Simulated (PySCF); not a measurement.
CH4O, charge +1, doublet, at a GFN2-xTB geometry (a state made from the parent by changing its charge; the spin is typed, not shown lowest). Base run: PBE0/3-21G (PySCF).

The PySCF input:
```python
from pyscf import gto, scf, dft

mol = gto.M(
    atom='''
C    -0.08203668    0.60493218    0.11482401
O     0.06067739   -0.68366516   -0.17494028
H    -1.18198643    0.86214509    0.11391237
H     0.62482878   -1.22970011    0.41246267
H     0.43910736    0.99198948    0.99712096
H     0.12485126    1.21529375   -0.81291782
''',
    basis='3-21g',
    charge=1,
    spin=1,
    verbose=4,
)

mf = dft.UKS(mol)
mf.xc = 'pbe0'
mf.kernel()
mo_i, mo_e, stable_i, stable_e = mf.stability(internal=True, external=False, return_status=True, nroots=6, tol=1e-6)
print('internally stable:', stable_i, ' externally stable:', stable_e)
if not stable_i:
    umf = mf.copy()
    umf.scf_summary = {}
    umf.kernel(umf.make_rdm1(mo_i, mf.mo_occ))
```

The bond that is stretched is that between atoms 5 and 1. A test that says stable can miss a lower solution.

Each row names what was changed in the base input (with any setting that the change needs).

```json
[
 {"change": "base", "ΔE vs base (kcal/mol)": "0.000", "<S^2>": "0.754", "stability test says": "internally stable (external not tested)"},
 {"change": "bond × 1.25", "ΔE vs base (kcal/mol)": "18.91", "<S^2>": "0.754", "stability test says": "internally stable (external not tested)"},
 {"change": "bond × 1.5", "ΔE vs base (kcal/mol)": "49.56", "<S^2>": "0.754", "stability test says": "internally stable (external not tested)"},
 {"change": "bond × 1.8", "ΔE vs base (kcal/mol)": "83.8", "<S^2>": "0.763", "stability test says": "internal instability"},
 {"change": "bond × 2.2", "ΔE vs base (kcal/mol)": "94.3", "<S^2>": "0.752", "stability test says": "internally stable (external not tested)"},
 {"change": "bond × 3.0", "ΔE vs base (kcal/mol)": "104.0", "<S^2>": "0.751", "stability test says": "internally stable (external not tested)"}
]
```

On stretching, the SCF can end on different states; <S^2> shows the spin contamination of each.
